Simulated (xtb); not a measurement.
xtb input:

```bash
xtb mol.xyz --gfn 2 --sp --chrg 2 --uhf 0
```
mol.xyz:
```
2

Hg    -0.00000000    -0.00000000    -1.43698630
Hg     0.00000000     0.00000000     1.43698630
```

Question: Predict the final energy.

Answer: -0.32169 Eh (GFN2-xTB).

This state (charge 2, singlet) is run at the relaxed geometry of the species with charge 1 and multiplicity 2.
